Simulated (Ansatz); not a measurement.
```yaml
crystal:
  periodic: [false, false, false]
  atoms:
    - {symbol: N, position_ang: [-0.658952, 1.682409, 0.001379]}
    - {symbol: C, position_ang: [0.348866, 0.652928, 0.199895]}
    - {symbol: As, position_ang: [1.014066, 0.172704, -1.628120]}
    - {symbol: In, position_ang: [-0.173137, -1.300150, 0.997894]}
    - {symbol: H, position_ang: [-1.568481, 1.281055, -0.189779]}
    - {symbol: H, position_ang: [-0.752895, 2.264987, 0.822684]}
    - {symbol: H, position_ang: [1.216922, 1.093227, 0.692534]}
    - {symbol: H, position_ang: [-0.266313, -0.555243, -2.048168]}
    - {symbol: H, position_ang: [1.676480, -1.158634, -1.234791]}
    - {symbol: H, position_ang: [0.981339, -2.375867, 1.694316]}
    - {symbol: H, position_ang: [-1.817874, -1.757416, 0.692164]}
basis:
  gaussian: {orbitals: def2-mTZVPP}
hamiltonian: {xc: {name: wB97X-D}, dispersion: d3bj}
scf: {lower_state_search: light}
```

```sh
$ ansatz run in.yaml --threads 4 --pin off --events-out ev --progress --plain --max-ram 10444MiB
```

(1) How does Ansatz answer? (An estimate is asked.)

## Answers

(1) Computed: The program refused the input.
```
Error: YAML parse error: error: line 17 column 19: hamiltonian.xc: no functional is named "wB97X-D"; the names, which are not case-sensitive, are SVWN5, SPW92, PBE, PBE0, PBEsol, revPBE, revPBE0, RPBE, rPW86-PBE, HSE06, wPBEh, LC-wPBE, HISS, HF, BLYP, B3LYP, B3LYP5, BHLYP, CAM-B3LYP, r2SCAN, r2SCANh, r2SCAN0, r2SCAN50, m-r2SCAN, B97, wB97, wB97X, wB97X-V, B97M-V, wB97M-V, B2PLYP, B2GP-PLYP, PBE0-DH, PBE-QIDH
15 | basis:
16 |   gaussian: {orbitals: def2-mTZVPP}
17 | hamiltonian: {xc: {name: wB97X-D}, dispersion: d3bj}
18 | scf: {lower_state_search: light}
```

HSE06 is defined as in plane-wave codes.
